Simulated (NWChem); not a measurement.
System: C2H3F2NSi; SMILES C#C[Si](N)(F)F

NWChem input:

```
start job
memory heap 200 mb stack 900 mb global 1100 mb
geometry units angstroms
  C      2.634256     0.251592    -0.757796
  C      1.477579     0.159699    -0.448588
  Si    -0.288622     0.017218     0.039273
  N     -1.305000     0.857031    -1.033706
  F     -0.797279    -1.495703     0.065757
  F     -0.425148     0.433604     1.584092
  H      3.647577     0.329282    -1.028620
  H     -1.166649     1.826716    -1.252442
  H     -2.259685     0.572861    -1.170698
end
basis spherical
  * library def2-svp
end
dft
  xc pbe0
  iterations 150
end
driver
  maxiter 120
end
task dft optimize
task dft freq
```

Output (shortened):

```
             Northwest Computational Chemistry Package (NWChem) 7.3.0
             --------------------------------------------------------

 C1  symmetry detected

                             Geometry "geometry" -> ""
                             -------------------------

 Output coordinates in angstroms (scale by  1.889725989 to convert to a.u.)

  No.       Tag          Charge          X              Y              Z
 ---- ---------------- ---------- -------------- -------------- --------------
    1 C                    6.0000     0.02416853     2.72282298    -0.08897000
    2 C                    6.0000     0.00807503     1.52281742    -0.04794257
    3 Si                  14.0000    -0.00175663    -0.31382018     0.01869716
    4 N                    7.0000    -1.54548939    -0.91921785     0.39283202
    5 F                    9.0000     0.43039794    -0.97993442    -1.36618462
    6 F                    9.0000     1.18023007    -0.79410338     0.99374478
    7 H                    1.0000     0.03934721     3.77376856    -0.12749035
    8 H                    1.0000    -2.05425312    -0.62066047     1.20480393
    9 H                    1.0000    -1.83118899    -1.83260285     0.08453602

 Effective nuclear repulsion energy (a.u.)     290.4740734457

                                Z-matrix (autoz)
                                --------

 Units are Angstrom for bonds and degrees for angles

      Type          Name      I     J     K     L     M      Value
      ----------- --------  ----- ----- ----- ----- ----- ----------
    1 Stretch                  1     2                       1.20081
    2 Stretch                  1     7                       1.05176
    3 Stretch                  2     3                       1.83787
    4 Stretch                  3     4                       1.69988
    5 Stretch                  3     5                       1.59636
    6 Stretch                  3     6                       1.60577
    7 Stretch                  4     8                       1.00363
    8 Stretch                  4     9                       1.00546
    9 Bend                     1     3     4               111.80515
   10 Bend                     1     3     5               112.57829
   11 Bend                     1     3     6               108.30864
   12 Bend                     2     3     4               111.63796
   13 Bend                     2     3     5               112.58705
   14 Bend                     2     3     6               108.48025
   15 Bend                     3     4     8               122.17306
   16 Bend                     3     4     9               120.93667
   17 Bend                     4     3     5               106.74878
   18 Bend                     4     3     6               115.36015
   19 Bend                     5     3     6               101.69499
   20 Bend                     7     3     4               111.89381
   21 Bend                     7     3     5               112.53566
   22 Bend                     7     3     6               108.25204
   23 Bend                     8     4     9               111.97879
   24 Torsion                  2     3     4     8         -54.08012
   25 Torsion                  2     3     4     9         152.72591
   26 Torsion                  1     2     4     3        -179.58839
   27 Torsion                  1     2     5     3         179.07658
   28 Torsion                  5     3     4     8        -177.50836
   29 Torsion                  5     3     4     9          29.29768
   30 Torsion                  1     2     6     3        -179.64279
   31 Torsion                  6     3     4     8          70.34999
   32 Torsion                  6     3     4     9         -82.84398
   33 Torsion                  3     4     1     7        -179.97758
   34 Torsion                  7     3     4     8         -53.98424
   35 Torsion                  7     3     4     9         152.82180
   36 Torsion                  3     5     1     7         179.19762
   37 Torsion                  3     6     1     7        -179.33393

                           NWChem Geometry Optimization
                           ----------------------------

 maximum gradient threshold         (gmax) =   0.000450
 rms gradient threshold             (grms) =   0.000300
 maximum cartesian step threshold   (xmax) =   0.001800
 rms cartesian step threshold       (xrms) =   0.001200
 fixed trust radius                (trust) =   0.300000
 source of zmatrix                         =   autoz

          -------------------
          Energy Minimization
          -------------------

 Using diagonal initial Hessian
 Scaling for Hessian diagonals: bonds = 1.00  angles = 0.25  torsions = 0.10

          --------
          Step   0

                                 NWChem DFT Module
                                 -----------------

 Summary of "ao basis" -> "ao basis" (spherical)
 ------------------------------------------------------------------------------
       Tag                 Description            Shells   Functions and Types
 ---------------- ------------------------------  ------  ---------------------
 C                          def2-svp                 6       14   3s2p1d
 Si                         def2-svp                 8       18   4s3p1d
 N                          def2-svp                 6       14   3s2p1d
 F                          def2-svp                 6       14   3s2p1d
 H                          def2-svp                 3        5   2s1p

            General Information
            -------------------
          SCF calculation type: DFT
          Wavefunction type:  closed shell.
          No. of atoms     :     9
          No. of electrons :    54
           Alpha electrons :    27
            Beta electrons :    27
          Charge           :     0
          Spin multiplicity:     1
          Use of symmetry is: off; symmetry adaption is: off
          Maximum number of iterations: 150
          AO basis - number of functions:   103
                     number of shells:    47
          Convergence on energy requested:  1.00D-06
          Convergence on density requested:  1.00D-05
          Convergence on gradient requested:  5.00D-04

              XC Information
              --------------
                         PBE0 Method XC Functional
                     Hartree-Fock (Exact) Exchange  0.250
          PerdewBurkeErnzerhof Exchange Functional  0.750
            Perdew 1991 LDA Correlation Functional  1.000 local
           PerdewBurkeErnz. Correlation Functional  1.000 non-local

             Grid Information
             ----------------
          Grid used for XC integration:  medium
          Radial quadrature: Mura-Knowles
          Angular quadrature: Lebedev.
          Tag              B.-S. Rad. Rad. Pts. Rad. Cut. Ang. Pts.
          ---              ---------- --------- --------- ---------
          C                   0.70       49          12.0       434
          Si                  1.10       88          11.0       590
          N                   0.65       49          12.0       434
          F                   0.50       49          12.0       434
          H                   0.35       45          13.0       434
          Grid pruning is: on
          Number of quadrature shells:   468
          Spatial weights used:  Erf1

      Superposition of Atomic Density Guess
      -------------------------------------

 Sum of atomic energies:        -618.31520675

      Non-variational initial energy
      ------------------------------

 Total energy =    -620.477482
 1-e energy   =   -1432.054738
 2-e energy   =     521.103183
 HOMO         =      -0.362647
 LUMO         =       0.006938

[...]

      ----------------------
      Optimization converged
      ----------------------

  Step       Energy      Delta E   Gmax     Grms     Xrms     Xmax
  ---- ---------------- -------- -------- -------- -------- --------
@   26    -621.23077543 -5.8D-08  0.00001  0.00000  0.00014  0.00041
                                     ok       ok       ok       ok

                                Z-matrix (autoz)
                                --------

 Units are Angstrom for bonds and degrees for angles

      Type          Name      I     J     K     L     M      Value     Gradient
      ----------- --------  ----- ----- ----- ----- ----- ---------- ----------
    1 Stretch                  1     2                       1.21563   -0.00001
    2 Stretch                  1     7                       1.07626    0.00001
    3 Stretch                  2     3                       1.81601    0.00000
    4 Stretch                  3     4                       1.68745   -0.00000
    5 Stretch                  3     5                       1.61106   -0.00001
    6 Stretch                  3     6                       1.61444    0.00000
    7 Stretch                  4     8                       1.01173   -0.00001
    8 Stretch                  4     9                       1.01237    0.00001
    9 Bend                     1     3     4               109.77122   -0.00000
   10 Bend                     1     3     5               111.31893   -0.00000
   11 Bend                     1     3     6               108.20515   -0.00000
   12 Bend                     2     3     4               109.89434   -0.00000
   13 Bend                     2     3     5               111.22958   -0.00000
   14 Bend                     2     3     6               108.15755   -0.00000
   15 Bend                     3     4     8               121.49371    0.00000
   16 Bend                     3     4     9               123.50762   -0.00000
   17 Bend                     4     3     5               109.72057    0.00000
   18 Bend                     4     3     6               114.28394    0.00000
   19 Bend                     5     3     6               103.41773   -0.00000
   20 Bend                     7     3     4               109.78142   -0.00000
   21 Bend                     7     3     5               111.30648   -0.00000
   22 Bend                     7     3     6               108.20605   -0.00000
   23 Bend                     8     4     9               113.21246   -0.00000
   24 Torsion                  2     3     4     8         -24.06724    0.00000
   25 Torsion                  2     3     4     9         172.19754    0.00000
   26 Torsion                  1     2     4     3        -179.87029    0.00000
   27 Torsion                  1     2     5     3        -179.57663   -0.00000
   28 Torsion                  5     3     4     8        -146.66920    0.00000
   29 Torsion                  5     3     4     9          49.59559    0.00000
   30 Torsion                  1     2     6     3         179.46867   -0.00000
   31 Torsion                  6     3     4     8          97.72585   -0.00000
   32 Torsion                  6     3     4     9         -66.00936   -0.00000
   33 Torsion                  3     4     1     7         179.92103    0.00000
   34 Torsion                  7     3     4     8         -24.04528    0.00000
   35 Torsion                  7     3     4     9         172.21950    0.00000
   36 Torsion                  3     5     1     7         179.95723   -0.00000
   37 Torsion                  3     6     1     7        -179.87395    0.00000

                         Geometry "geometry" -> "geometry"
                         ---------------------------------

 Output coordinates in angstroms (scale by  1.889725989 to convert to a.u.)

  No.       Tag          Charge          X              Y              Z
 ---- ---------------- ---------- -------------- -------------- --------------
    1 C                    6.0000    -0.00298434     2.68049878    -0.04040107
    2 C                    6.0000     0.00976735     1.46495145    -0.03468767
    3 Si                  14.0000     0.02004667    -0.35097606    -0.02135183
    4 N                    7.0000    -1.50615789    -0.93072250     0.40534951
    5 F                    9.0000     0.44396608    -0.94253119    -1.45866503
    6 F                    9.0000     1.21197164    -0.84021554     0.95146422
    7 H                    1.0000    -0.01061504     3.75670970    -0.04793445
    8 H                    1.0000    -2.15308765    -0.36956108     0.94403658
    9 H                    1.0000    -1.76337615    -1.90908375     0.36621612

 Effective nuclear repulsion energy (a.u.)     290.0244812548

[...]

 Rotational Constants
 --------------------
 A=   0.128241 cm-1  (  0.184506 K)
 B=   0.071320 cm-1  (  0.102612 K)
 C=   0.068364 cm-1  (  0.098358 K)

 Temperature                      =   298.15K
 frequency scaling parameter      =   1.0000

 Zero-Point correction to Energy  =   32.412 kcal/mol  (  0.051653 au)
 Thermal correction to Energy     =   37.288 kcal/mol  (  0.059422 au)
 Thermal correction to Enthalpy   =   37.880 kcal/mol  (  0.060366 au)

 Total Entropy                    =   85.641 cal/mol-K
   - Translational                =   39.902 cal/mol-K (mol. weight = 107.0003)
   - Rotational                   =   27.335 cal/mol-K (symmetry #  =        1)
   - Vibrational                  =   18.404 cal/mol-K

 Cv (constant volume heat capacity) =   25.893 cal/mol-K
   - Translational                  =    2.979 cal/mol-K
   - Rotational                     =    2.979 cal/mol-K
   - Vibrational                    =   19.934 cal/mol-K

[normal modes left out]

 ----------------------------------------------------------------------------
 Normal Eigenvalue ||           Projected Infra Red Intensities
  Mode   [cm**-1]  || [atomic units] [(debye/angs)**2] [(KM/mol)] [arbitrary]
 ------ ---------- || -------------- ----------------- ---------- -----------
    1       -0.000 ||    0.001740           0.040         1.696       0.305
    2       -0.000 ||    0.000077           0.002         0.075       0.013
    3       -0.000 ||    0.000406           0.009         0.396       0.071
    4        0.000 ||    0.000757           0.017         0.738       0.133
    5        0.000 ||    0.001574           0.036         1.535       0.276
    6        0.000 ||    0.000023           0.001         0.023       0.004
    7       88.235 ||    0.010885           0.251        10.611       1.907
    8      132.204 ||    0.002778           0.064         2.708       0.487
    9      152.397 ||    0.000331           0.008         0.322       0.058
   10      250.155 ||    0.140113           3.233       136.589      24.546
   11      294.121 ||    0.048958           1.130        47.727       8.577
   12      319.289 ||    0.031800           0.734        31.000       5.571
   13      336.258 ||    0.024066           0.555        23.460       4.216
   14      389.697 ||    0.045443           1.048        44.301       7.961
   15      406.879 ||    0.057006           1.315        55.572       9.987
   16      626.515 ||    0.041470           0.957        40.427       7.265
   17      751.925 ||    0.028287           0.653        27.575       4.956
   18      764.011 ||    0.026234           0.605        25.574       4.596
   19      772.157 ||    0.006963           0.161         6.788       1.220
   20      883.398 ||    0.304298           7.020       296.645      53.310
   21      956.910 ||    0.200393           4.623       195.353      35.107
   22      991.083 ||    0.210518           4.857       205.223      36.880
   23     1528.311 ||    0.092283           2.129        89.962      16.167
   24     2184.633 ||    0.071465           1.649        69.668      12.520
   25     3473.219 ||    0.050182           1.158        48.920       8.791
   26     3638.193 ||    0.071803           1.657        69.997      12.579
   27     3744.076 ||    0.071336           1.646        69.542      12.497
 ----------------------------------------------------------------------------
```

Level: PBE0/def2-SVP.
